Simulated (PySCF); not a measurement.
GeF⁺: energy against distance

Set-up: PySCF, scalar-relativistic core potentials, basis sets Ge cc-pVDZ-PP with ECP10, F cc-pVDZ. Energies in eV from Ge⁺ + F in their ground configurations at the same level. State: ¹Σ⁺ (singlet), closed shell.

Curves on a restricted Hartree–Fock reference rise too fast on stretching and do not dissociate correctly.

```
R (Å)  BHandHLYP  RHF-MP2
1.474     -3.526   -3.882
1.543     -4.320   -4.719
1.611     -4.739   -5.176
1.663     -4.874   -5.335
1.714     -4.892   -5.375
1.765     -4.820   -5.322
1.834     -4.621   -5.142
1.920     -4.256   -4.798
2.022     -3.717   -4.276
2.160     -2.925   -3.497
```

Problem. Put a parabola through the three lowest points of the BHandHLYP curve and estimate Re, k and ωe (reduced mass 15.11 u; 1 eV/Å² = 0.16022 mdyn/Å; ωe = 1302.8·√(k/μ) cm⁻¹).

Solution. Through R = 1.663, 1.714, 1.765 Å the second-order coefficient is 17.3 eV/Å², so Re ≈ 1.699 Å, k ≈ 5.54 mdyn/Å and ωe ≈ 789 cm⁻¹. A polynomial fit of higher order to the unrounded BHandHLYP energies gives Re = 1.697 Å, k = 5.90 mdyn/Å, ωe = 814 cm⁻¹; anharmonicity and rounding make the difference.

The higher-order fit for each curve: BHandHLYP: Re = 1.697 Å, ωe = 814 cm⁻¹, De = 4.90 eV; RHF-MP2: Re = 1.708 Å, ωe = 804 cm⁻¹, De = 5.38 eV.

Correlated steps freeze 5 core orbitals. Correlated levels converge slowly with the basis: in double zeta they bind strong bonds too weakly, by up to about 1 eV, and carry superposition errors of some tenths. For an ion De counts to the pair picked by the measured ionisation energies or electron affinities, which need not be the lowest pair at this level. Where the molecule has an RHF reference, its open-shell atoms are computed with UHF.
